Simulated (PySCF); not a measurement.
# Reading the logs of faulty runs: B3H2O cation

These are calculations, not measurements. They come from PySCF 2.14.0, an open-source quantum chemistry program, on an isolated molecule that a program drew, which may never have been made. The molecule is B3H2O cation (charge +1, singlet), drawn as the SMILES string `[BH+]BB=O`.

Each row is a Hartree-Fock (HF) and frozen-core CCSD(T) single point in the cc-pVDZ basis, meant for a local HF minimum. Run 1 is clean. Each other run has one planted mistake out of seven kinds, and not every kind appears here: one electron removed, one electron added, multiplicity raised by two, geometry at a saddle point, minimal basis STO-3G, one bond length entered in bohr, all coordinates scaled. The reference is restricted for singlets and unrestricted otherwise, and also for a bond in bohr. Adding or removing an electron swaps singlet and doublet. Electrons count all cores. HOMO and LUMO are orbital energies over both spins, the gradient is its largest component, and the lowest frequency (negative if imaginary) is given only where the gradient is small. Bond lengths are over the 5 bonds as drawn. T1 is the CCSD diagnostic: over 0.02 (restricted) or 0.045 (unrestricted) a single reference is doubtful.

Geometry of the clean run:
```xyz
6
B3H2O cation, angstrom
B     1.1290    1.5477    2.5520
B    -0.3057    0.6013    2.3838
B    -1.4498    0.9950    1.2032
O    -2.2016    1.3269    0.3607
H     2.1142    2.1827    2.6815
H    -0.4044   -0.3094    3.1429
```

| run | electrons | basis functions | <S^2> | HOMO (eV) | LUMO (eV) | gradient (hartree/bohr) | lowest frequency (cm^-1) | mean bond (Å) | longest bond (Å) | T1 | HF (hartree) | CCSD(T) (hartree) | mistake |
|---|---|---|---|---|---|---|---|---|---|---|---|---|---|
| 1 | 24 | 66 | 0.000 | -18.34 | -7.57 | 2.6e-05 | 142 | 1.3927 | 1.727 | 0.0240 | -149.74844 | -150.17179 | no fault |
| 2 | 24 | 22 | 0.000 | -16.47 | -5.16 | 1.7e-02 | - | 1.3927 | 1.727 | 0.0243 | -147.82976 | -148.04540 | minimal basis STO-3G |
| 3 | 24 | 66 | 0.000 | -18.11 | -7.51 | 3.0e-02 | - | 1.4177 | 1.758 | 0.0248 | -149.74649 | -150.17309 | all coordinates scaled |
| 4 | 24 | 66 | 2.010 | -14.06 | -8.51 | 1.6e-01 | - | 1.3927 | 1.727 | 0.0589 | -149.66491 | -150.04997 | ? |
| 5 | 24 | 66 | 0.962 | -17.07 | -7.39 | 2.0e-02 | - | 1.6935 | 3.195 | 0.0391 | -149.62320 | -150.02248 | ? |

**Which mistake was planted in run 4, and what did it cost?**

Electrons, basis and geometry are unchanged, and <S^2> is 2.010, beside S(S+1) = 2.00 for a multiplicity of 3. So the mistake is: multiplicity raised by two. Subtracting run 1 and multiplying by 627.51 kcal/mol a hartree, the energy moved by 52.4 kcal/mol in HF and 76.4 kcal/mol in CCSD(T).

**Which mistake was planted in run 5, and what did it cost?**

The mean bond changes by a factor of 1.216 and the longest by 1.850, so the molecule wasn't scaled as a whole. A length L in bohr read as angstrom grows by (1/0.5292 - 1) L = 0.890 L. The 5 bonds together grew by 5 x 0.3008 = 1.504 Å, which gives L = 1.690 Å. That is bond B2-B3, 1.690 Å in the clean geometry. So the mistake is: one bond length entered in bohr. Subtracting run 1 and multiplying by 627.51 kcal/mol a hartree, the energy moved by 78.6 kcal/mol in HF and 93.7 kcal/mol in CCSD(T).

Cautions from the logs. Run 1: T1 is over the limit, so its CCSD(T) energy is less reliable; run 2: T1 is over the limit, so its CCSD(T) energy is less reliable; run 3: T1 is over the limit, so its CCSD(T) energy is less reliable; run 4: T1 is over the limit, so its CCSD(T) energy is less reliable.
